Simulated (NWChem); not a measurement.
Molecule: hexanethiol (C$_{6}$H$_{14}$S); SMILES CCCCCCS

```xyz
21

C     -0.4820     4.3277     0.0000
C      0.4254     3.0929     0.0000
C     -0.3536     1.7710     0.0000
C      0.5489     0.5298     0.0000
C     -0.2384    -0.7887     0.0000
C      0.6787    -2.0140     0.0000
S     -0.3418    -3.5553     0.0000
H     -1.1305     4.3431    -0.8848
H      0.1033     5.2543     0.0000
H     -1.1305     4.3431     0.8848
H      1.0859     3.1238    -0.8783
H      1.0859     3.1238     0.8783
H     -1.0147     1.7396    -0.8788
H     -1.0147     1.7396     0.8788
H      1.2089     0.5606    -0.8794
H      1.2089     0.5606     0.8794
H     -0.8940    -0.8254    -0.8804
H     -0.8940    -0.8254     0.8804
H      1.3192    -2.0103     0.8878
H      1.3192    -2.0103    -0.8878
H      0.6856    -4.4318     0.0000
```
Atoms are numbered in this order, from 1.

The geometry was optimised at B3LYP/6-31G* (spherical d). Not confirmed as a minimum by frequencies.

Task: Give the principal values of the shielding tensors (ppm) of C1, C2, C3, C4, C5 from Hartree-Fock/6-31G* (spherical d), GIAO (NWChem), with their diamagnetic and paramagnetic parts as GIAO splits them.

Result: 
```csv
atom,σ11,σ22,σ33,isotropic,diamagnetic,paramagnetic
C1,174.8,179.4,199.3,184.5,248.3,-63.8
C2,166.6,175.2,190.8,177.5,245.1,-67.6
C3,153.3,166.2,191.6,170.4,245.4,-75.0
C4,154.3,167.3,192.0,171.2,245.7,-74.5
C5,155.6,167.6,194.4,172.5,246.5,-74.0
```
